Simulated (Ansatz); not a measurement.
System: sum formula AlH$_{2}$Cl (charge 0, singlet). 
Structure (B3LYP-D3(BJ)/def2-TZVP (Ansatz, a first-principles code) minimum search):
```
Al
H 1 1.5693
H 1 1.5693 2 124.90
Cl 1 2.1060 2 117.55 3 -180.00
```

Total electronic energies in hartree. Valence correlation only, unless marked. Spin-orbit coupling is left out. Non-relativistic. Basis-set limits of correlation are two-point, X^-3; Hartree-Fock from the larger set (for Q and 5 zeta extrapolated as (X+1)exp(-9√X)). The bracket is a focal-point correction in the basis named.

| level | program | energy (Eh) |
|---|---|---|
| HF/STO-3G | Ansatz | -694.82967 |
| HF/cc-pV(T+d)Z | Ansatz | -702.67554 |
| RI-HF/cc-pV(Q+d)Z | Ansatz | -702.68198 |
| r2SCAN-D3(BJ)/def2-TZVPD | Ansatz + dftd3 | -703.84325 |
| B97M-V/def2-TZVPD | Ansatz | -703.73144 |
| B3LYP-D4/def2-TZVPD | Ansatz + dftd4 | -703.94894 |
| PBE0/STO-3G | Ansatz | -695.70550 |
| BHLYP/def2-TZVPD | Ansatz | -703.90712 |
| r2SCANh/def2-TZVPD | Ansatz | -703.83984 |
| r2SCAN0/def2-TZVPD | Ansatz | -703.83588 |
| CAM-B3LYP-D4/def2-TZVPD | Ansatz + dftd4 | -703.92421 |
| LC-wPBE-D4/def2-TZVPD | Ansatz + dftd4 | -703.69732 |
| RI-MP2/cc-pV(Q+d)Z | Ansatz | -702.97840 |
| RI-MP2/def2-QZVPP | Ansatz | -702.97988 |
| RI-MP2/def2-QZVPPD | Ansatz | -702.98013 |
| RI-MP2/CBS(aug-cc-pV(T+d)Z,aug-cc-pV(Q+d)Z) | Ansatz | -702.9980 |
| CCSD(T)/def2-SVPD | Ansatz | -702.67722 |
| CCSD(T)/aug-cc-pV(T+d)Z | Ansatz | -702.99566 |
| CCSD(T)/def2-TZVPP | Ansatz | -702.97611 |
| RI-MP2/CBS(cc-pV(T+d)Z,cc-pV(Q+d)Z)+[CCSD(T)-MP2]/cc-pV(T+d)Z | Ansatz | -703.0398 |
| RI-MP2/CBS(cc-pV(T+d)Z,cc-pV(Q+d)Z)+[CCSD(T)-MP2]/cc-pV(Q+d)Z | Ansatz | -703.0394 |
| CCSD(T)/CBS(def2-TZVPP,def2-QZVPP) | Ansatz | -703.0411 |
| CCSD(T)/CBS(cc-pV(Q+d)Z,cc-pV(5+d)Z) | Ansatz | -703.0388 |

Totals of different functionals don't rank their quality; only differences between species are comparable.
